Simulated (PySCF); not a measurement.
**Electron correlation in K⁺ (potassium, charge +1)**

[Ar], closed-shell 1S. Calculation: PySCF 2.14, in ANO-RCC-VTZP (6s5p2d1f, 38 functions); scalar relativity by spin-free X2C-1e. Frozen: [Ne]; 8 electrons correlated.

```tsv
level	correlation energy (mhartree)
CCSD	-233.23
(T)	-6.11
CCSD(T)	-239.34
CCSDT	-239.74
```

Diagnostics: T1 = 0.0017, D1 = 0.0024, largest double amplitude 0.047.

Cost of the coupled-cluster step: of the order of 0.4 core-seconds, for 8 correlated electrons.
